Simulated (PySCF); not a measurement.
Compound: C₅H₂ClFOS.
Numbering: `[O:1]=[c:2]1[cH:3][cH:4][s:5][c:6]([Cl:7])[c:8]1[F:9]`

NICS = −σ at a ghost point: NICS(0) at the centroid of the ring atoms, NICS(1) 1 Å to either side along the normal of their mean plane, zz for the tensor component along that normal. Level: GIAO PBE0/pcSseg-1 (PySCF, non-relativistic, gas phase) on the GFN2-xTB geometry, one conformer.

Ring bond lengths (Å), with Mayer bond orders in brackets: C2–C3 1.459 (1.12), C3–C4 1.338 (1.69), C4–S5 1.726 (1.11), S5–C6 1.737 (1.06), C6–C8 1.350 (1.41), C8–C2 1.474 (1.00).

Question: Give the NICS values of each ring in ppm.

Answer: 
```tsv
ring	type	NICS(0)	NICS(1), two faces	NICS(1)zz, two faces	rms pucker (Å)	centre to ring atoms, mean (Å)
C2–C3–C4–S5–C6–C8	6-membered ring with S; bonds drawn aromatic by RDKit's count	-3.4	-4.7 / -4.7	-6.4 / -6.4	0.00	1.51
```

Question: What do they say, and how far can they be read as aromaticity?

Answer: 
- C2–C3–C4–S5–C6–C8: mean NICS(1)zz -6.4 ppm, shielded. That is too small in size for a clear verdict by the NICS criterion.

Question: What does the geometric index give? HOMA = 1 − mean of α(R − Ropt)² over the ring bonds, with Krygowski's 1993 parameters (CC: Ropt 1.388 Å, α 257.7 Å⁻²; CS: Ropt 1.677 Å, α 94.09 Å⁻²).

Answer: 
- C2–C3–C4–S5–C6–C8: HOMA 0.20; the largest term is that of C8–C2, α(R − Ropt)² = 1.90. The geometric and the magnetic index point the same way.

Question: At the first NICS(1) probe listed for ring C2–C3–C4–S5–C6–C8, 1 Å off the ring, what do the in-plane components average?

Answer: The isotropic value is a third of the trace: (3 × -4.7 − (-6.4))/2 = -3.9 ppm.

Question: List the ring angles and the Hirshfeld charges of the ring atoms.

Answer: 
- C2–C3–C4–S5–C6–C8: C2 115.4° (+0.110 e), C3 126.0° (-0.059 e), C4 126.1° (-0.043 e), S5 101.5° (+0.126 e), C6 123.7° (-0.022 e), C8 127.3° (+0.061 e); sum 720.0° against 720° for a flat convex ring.

Time: 38 s; peak memory 0.80 GiB. Hardware: one thread, Intel Xeon at 2.70 GHz (x86_64), shared host with 64 logical CPUs at a one-minute load of 60. This is the whole shielding run at PBE0/pcSseg-1, SCF included.
